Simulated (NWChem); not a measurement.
System: C2H4F2Ge; SMILES C=[CH][GeH]([F])[F]

NWChem input:

```
start job
memory heap 200 mb stack 900 mb global 1100 mb
geometry units angstroms noautosym nocenter noautoz
  Ge    -0.041883     0.395702    -0.270153
  F      1.581065     0.371516     0.367002
  F     -0.929814     1.444533     0.802310
  C     -0.702400    -1.412501    -0.133378
  C      0.072309    -2.367730     0.389903
  H     -0.006483     1.096232    -1.645731
  H     -1.707829    -1.637436    -0.485017
  H      1.075958    -2.153017     0.748139
  H     -0.265787    -3.398513     0.483479
end
basis spherical
  * library def2-svp
end
dft
  xc b3lyp
  iterations 150
end
property
  response 1 0.0773
end
task dft property
```

NWChem printed, in part:

```
             Northwest Computational Chemistry Package (NWChem) 7.3.0
             --------------------------------------------------------

                             Geometry "geometry" -> ""
                             -------------------------

 Output coordinates in angstroms (scale by  1.889725989 to convert to a.u.)

  No.       Tag          Charge          X              Y              Z
 ---- ---------------- ---------- -------------- -------------- --------------
    1 Ge                  32.0000    -0.04188300     0.39570200    -0.27015300
    2 F                    9.0000     1.58106500     0.37151600     0.36700200
    3 F                    9.0000    -0.92981400     1.44453300     0.80231000
    4 C                    6.0000    -0.70240000    -1.41250100    -0.13337800
    5 C                    6.0000     0.07230900    -2.36773000     0.38990300
    6 H                    1.0000    -0.00648300     1.09623200    -1.64573100
    7 H                    1.0000    -1.70782900    -1.63743600    -0.48501700
    8 H                    1.0000     1.07595800    -2.15301700     0.74813900
    9 H                    1.0000    -0.26578700    -3.39851300     0.48347900

 Effective nuclear repulsion energy (a.u.)     383.4094675456

                              NWChem Property Module
                              ----------------------

                                 NWChem DFT Module
                                 -----------------

 Summary of "ao basis" -> "ao basis" (spherical)
 ------------------------------------------------------------------------------
       Tag                 Description            Shells   Functions and Types
 ---------------- ------------------------------  ------  ---------------------
 Ge                         def2-svp                12       32   5s4p3d
 F                          def2-svp                 6       14   3s2p1d
 C                          def2-svp                 6       14   3s2p1d
 H                          def2-svp                 3        5   2s1p

            General Information
            -------------------
          SCF calculation type: DFT
          Wavefunction type:  closed shell.
          No. of atoms     :     9
          No. of electrons :    66
           Alpha electrons :    33
            Beta electrons :    33
          Charge           :     0
          Spin multiplicity:     1
          Use of symmetry is: off; symmetry adaption is: off
          Maximum number of iterations: 150
          AO basis - number of functions:   108
                     number of shells:    48
          Convergence on energy requested:  1.00D-06
          Convergence on density requested:  1.00D-05
          Convergence on gradient requested:  5.00D-04

              XC Information
              --------------
                         B3LYP Method XC Potential
                     Hartree-Fock (Exact) Exchange  0.200
                        Slater Exchange Functional  0.800 local
                    Becke 1988 Exchange Functional  0.720 non-local
              Lee-Yang-Parr Correlation Functional  0.810
                  VWN I RPA Correlation Functional  0.190 local

             Grid Information
             ----------------
          Grid used for XC integration:  medium
          Radial quadrature: Mura-Knowles
          Angular quadrature: Lebedev.
          Tag              B.-S. Rad. Rad. Pts. Rad. Cut. Ang. Pts.
          ---              ---------- --------- --------- ---------
          Ge                  1.25      112          11.0       590
          F                   0.50       49          12.0       434
          C                   0.70       49          11.0       434
          H                   0.35       45          12.0       434
          Grid pruning is: on
          Number of quadrature shells:   488
          Spatial weights used:  Erf1

      Superposition of Atomic Density Guess
      -------------------------------------

 Sum of atomic energies:       -2350.87525019

      Non-variational initial energy
      ------------------------------

 Total energy =   -2352.399716
 1-e energy   =   -4039.912916
 2-e energy   =    1304.103732
 HOMO         =      -0.344850
 LUMO         =      -0.023875

   convergence    iter        energy       DeltaE   RMS-Dens  Diis-err
 ---------------- ----- ----------------- --------- --------- ---------
 d= 0,ls=0.0,diis     1  -2354.8111111018 -2.74D+03  1.70D-02  9.39D-01
 d= 0,ls=0.0,diis     2  -2354.6963819154  1.15D-01  9.03D-03  2.58D+00
 d= 0,ls=0.0,diis     3  -2354.9219361600 -2.26D-01  1.10D-03  2.91D-02
 d= 0,ls=0.0,diis     4  -2354.9234666372 -1.53D-03  6.11D-04  5.92D-03
 d= 0,ls=0.0,diis     5  -2354.9238946499 -4.28D-04  2.68D-04  1.96D-03
  Resetting Diis
 d= 0,ls=0.0,diis     6  -2354.9241575844 -2.63D-04  3.14D-05  2.55D-05
 d= 0,ls=0.0,diis     7  -2354.9241599621 -2.38D-06  1.92D-05  2.13D-06
 d= 0,ls=0.0,diis     8  -2354.9241596938  2.68D-07  1.16D-05  5.22D-06
 d= 0,ls=0.0,diis     9  -2354.9241601718 -4.78D-07  1.63D-06  5.81D-08

         Total DFT energy =    -2354.924160171824
      One electron energy =    -4041.530994536045
           Coulomb energy =     1415.602274155781
    Exchange-Corr. energy =     -112.404907337189
 Nuclear repulsion energy =      383.409467545628

 Numeric. integr. density =       66.000007186942

                       DFT Final Molecular Orbital Analysis
                       ------------------------------------

 Vector   31  Occ=2.000000D+00  E=-3.793780D-01
              MO Center=  7.3D-02,  3.6D-01,  7.4D-02, r^2= 4.0D+00
   Bfn.  Coefficient  Atom+Function         Bfn.  Coefficient  Atom+Function
  ----- ------------  ---------------      ----- ------------  ---------------
    52      0.361258  3 F  pz                38      0.336137  2 F  pz
    55     -0.249036  3 F  pz                41     -0.230139  2 F  pz
    89     -0.217821  6 H  s                 90     -0.181564  6 H  s
     4     -0.165856  1 Ge s                 14      0.141158  1 Ge pz
    94      0.128220  7 H  s                 99      0.122874  8 H  s

 Vector   32  Occ=2.000000D+00  E=-3.316626D-01
              MO Center= -2.6D-01, -4.6D-01, -1.7D-01, r^2= 4.0D+00
   Bfn.  Coefficient  Atom+Function         Bfn.  Coefficient  Atom+Function
  ----- ------------  ---------------      ----- ------------  ---------------
    65      0.311056  4 C  py                89     -0.237278  6 H  s
    13     -0.233017  1 Ge py                51     -0.222787  3 F  py
    90     -0.215131  6 H  s                 63      0.185987  4 C  s
   104      0.179077  9 H  s                 94     -0.167179  7 H  s
    68      0.163085  4 C  py                54      0.156963  3 F  py

 Vector   33  Occ=2.000000D+00  E=-3.088346D-01
              MO Center= -3.2D-01, -1.7D+00,  8.6D-02, r^2= 1.9D+00
   Bfn.  Coefficient  Atom+Function         Bfn.  Coefficient  Atom+Function
  ----- ------------  ---------------      ----- ------------  ---------------
    66      0.375138  4 C  pz                80      0.356236  5 C  pz
    69      0.241422  4 C  pz                83      0.226827  5 C  pz
    64     -0.154217  4 C  px                78     -0.145579  5 C  px
    67     -0.106642  4 C  px                81     -0.100269  5 C  px
    79      0.086868  5 C  py                89      0.074278  6 H  s

 Vector   34  Occ=0.000000D+00  E=-4.353024D-02
              MO Center= -2.4D-01, -1.5D+00,  8.6D-02, r^2= 3.0D+00
   Bfn.  Coefficient  Atom+Function         Bfn.  Coefficient  Atom+Function
  ----- ------------  ---------------      ----- ------------  ---------------
    83      0.538262  5 C  pz                69     -0.422843  4 C  pz
    80      0.393572  5 C  pz                66     -0.304173  4 C  pz
    17     -0.208552  1 Ge pz                16     -0.191917  1 Ge py
    81     -0.180550  5 C  px                67      0.175501  4 C  px
    78     -0.154225  5 C  px                68     -0.149640  4 C  py

 Vector   35  Occ=0.000000D+00  E= 1.783119D-02
              MO Center=  3.0D-01,  1.6D-01, -2.8D-01, r^2= 3.8D+00
   Bfn.  Coefficient  Atom+Function         Bfn.  Coefficient  Atom+Function
  ----- ------------  ---------------      ----- ------------  ---------------
    15      0.638677  1 Ge px                77     -0.573937  5 C  s
     4      0.551942  1 Ge s                  5      0.538396  1 Ge s
    90     -0.436670  6 H  s                 35     -0.424816  2 F  s
   100      0.316230  8 H  s                  3     -0.280944  1 Ge s
    95      0.271294  7 H  s                 12      0.252049  1 Ge px

 Vector   36  Occ=0.000000D+00  E= 2.568576D-02
              MO Center= -5.9D-01,  3.3D-01, -5.7D-01, r^2= 3.8D+00
   Bfn.  Coefficient  Atom+Function         Bfn.  Coefficient  Atom+Function
  ----- ------------  ---------------      ----- ------------  ---------------
     5      0.901211  1 Ge s                 63     -0.854120  4 C  s
    90     -0.843676  6 H  s                 15     -0.597464  1 Ge px
     4      0.574346  1 Ge s                 77      0.447850  5 C  s
   105     -0.348103  9 H  s                 49     -0.325548  3 F  s
     3     -0.296745  1 Ge s                 81     -0.246472  5 C  px

     Multipole analysis of the density
     ---------------------------------

     L   x y z        total         alpha         beta         nuclear
     -   - - -        -----         -----         ----         -------
     0   0 0 0     -0.000000    -33.000000    -33.000000     66.000000

     1   1 0 0     -0.364418     -0.027550     -0.027550     -0.309318
     1   0 1 0     -0.913194     -0.676547     -0.676547      0.439900
     1   0 0 1     -0.699666     -2.729879     -2.729879      4.760091

     2   2 0 0    -30.982392    -82.398007    -82.398007    133.813621
     2   1 1 0      0.891572      2.285728      2.285728     -3.679885
     2   1 0 1      0.932460     -1.528383     -1.528383      3.989225
     2   0 2 0    -27.870962   -175.899283   -175.899283    323.927603
     2   0 1 1     -2.092964     -0.268839     -0.268839     -1.555285
     2   0 0 2    -29.878713    -40.109987    -40.109987     50.341261

 *** CALLING NEW AORESP DRIVER FOR CLOSED AND OPEN SHELLS ***
 Entering AOResponse driver routine

--------------------------------------------------------------------------------

          -----------------------------------------------
          Solving response equations for perturbing field
          -----------------------------------------------

 number of frequencies:     1
 frequency in a.u.:  0.7730000E-01
 Perturbing field: electric
 Using El. Dipole Length Gauge

 Setting up CPKS with frequency omega =      0.07730000 a.u.

                            NWChem Dynamic CPHF Module
                            --------------------------

    scftype = RHF
    nclosed =   33
      nopen =    0
  variables =     4950
  num. vecs =        3
  tolerance =   1.0D-04
  max. iter =   50

 SCF residual:    5.7944426552326175E-005

Iterative solution of linear equations
  No. of variables     4950
  No. of equations        3
  Maximum subspace       30
       Convergence  1.0D-04

   iter   nsub   residual    time
   ----  ------  --------  ---------
     1      3    5.16D+00      18.9
     2      6    2.67D+00      25.7
     3      9    3.46D-01      32.6
     4     12    9.92D-02      39.3
     5     15    4.73D-02      46.2
     6     18    1.03D-02      53.1
     7     21    8.06D-04      59.9
     8     24    4.28D-05      66.7

 Electric Dipole Response Matrix (nonzero elements):

              1        2        3
    1   40.6750  -3.2339   4.5560
    2   -3.2339  58.7828  -9.0444
    3    4.5560  -9.0445  36.1116

 ------------------------------------------
 average:        45.18979 + I       0.00000

 DFT Linear Response polarizability / au
 Frequency  =       0.0773000 / au
 Wavelength =     589.4353558 / nm
              X              Y              Z
 -----------------------------------------------
 X      40.6750008     -3.2339012      4.5559736
 Y      -3.2339218     58.7827677     -9.0444385
 Z       4.5560005     -9.0444556     36.1116153
 -----------------------------------------------
 Eigenvalues =      40.9835269     62.8983817     31.6874751
 Isotropic   =      45.1897946
 Anisotropic =      27.7560636
 -----------------------------------------------

 Magnetic Dipole Response Matrix (nonzero elements):
```

Level: B3LYP/def2-SVP. Coordinates come from a B3LYP/6-31G* (spherical d) optimisation. B3LYP is NWChem's, with the RPA form of VWN correlation.
